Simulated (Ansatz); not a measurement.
Cost and result for the atomization energy of CH6BNOSi (11 atoms, 12 bonds).

```xyz
11

N     0.925   -0.139   -0.859
C     0.213    0.950   -0.137
Si   -0.098    0.167    1.521
B    -0.544   -0.443   -0.277
O    -1.520   -0.940   -1.128
H     0.927   -0.041   -1.867
H     1.820   -0.469   -0.514
H     0.228    1.936   -0.584
H    -1.139    0.911    2.269
H     1.066   -0.159    2.401
H    -1.877   -1.775   -0.824
```

Charge 0, multiplicity 1. The bonds changed during the relaxation, so this is another structure than the one it started from. The structure was optimised at the PBE0-D4/def2-TZVP level. It is one conformer, not always the lowest. Program: Ansatz. All runs use 4 threads of an Intel Xeon Platinum 8488C on a shared host. Times are those of one run each, without the atoms' runs, and a repeat can differ threefold. Electronic energies, without spin–orbit coupling; frozen cores. CCSD(T)/CBS adds CCSD(T) − MP2 in def2-TZVPP to the MP2 limit, and its time is that of the two runs behind it. T1 = 0.012. B3LYP takes the VWN-RPA correlation (the form of Gaussian; ORCA's B3LYP/G).

CCSD(T)/CBS is a level of theory with its own doubt, some kJ/mol a heavy atom from the limit and from the frozen cores, so smaller differences don't rank the functionals.

| level | functions | wall time | atomization (kJ/mol) | difference from CCSD(T)/CBS | per bond |
| --- | --- | --- | --- | --- | --- |
| PBE-D4/def2-TZVPP (with forces) | 250 | 2.3 s | 4093.8 | 120.2 | 10.0 |
| PBE0-D4/def2-TZVPP | 250 | 2.7 s | 4007.6 | 34.0 | 2.8 |
| r2SCAN-D4/def2-TZVPP (with forces) | 250 | 3.3 s | 4003.0 | 29.4 | 2.5 |
| B3LYP-D4/def2-TZVPP (with forces) | 250 | 4.3 s | 3982.4 | 8.8 | 0.7 |
| B2PLYP/def2-TZVPP | 250 | 5.5 s | 3935.5 | -38.1 | -3.2 |
| ωB97X-V/def2-TZVPP | 250 | 6 s | 4005.8 | 32.2 | 2.7 |
| ωB97M-V/def2-TZVPP (with forces) | 250 | 8 s | 4008.9 | 35.3 | 2.9 |
| MP2/def2-QZVPP | 478 | 19 s | 4009.3 | 35.7 | 3.0 |
| CCSD(T)/def2-TZVPP | 250 | 75 s | 3857.4 | -116.2 | -9.7 |
| CCSD(T)/CBS(def2) | – | 93 s | 3973.6 | 0.0 | 0.0 |

From PBE to PBE0 (25 % exact exchange), in def2-TZVPP and without D4, the atomization energy moves by −82.5 kJ/mol: exact exchange takes away binding that semilocal exchange gives to molecules. In def2-TZVPP, CCSD(T) changes the Hartree–Fock value by +1088.3 kJ/mol (the triples alone add +70.0 kJ/mol) and MP2 by +1171.4 kJ/mol; breaking electron pairs costs correlation energy, which Hartree–Fock lacks. The D4 term adds +36.2 kJ/mol with B3LYP and +18.8 kJ/mol with PBE0; it sums over pairs of atoms, weighted by their polarisabilities, and B3LYP, whose exchange is more repulsive, gets the larger term.
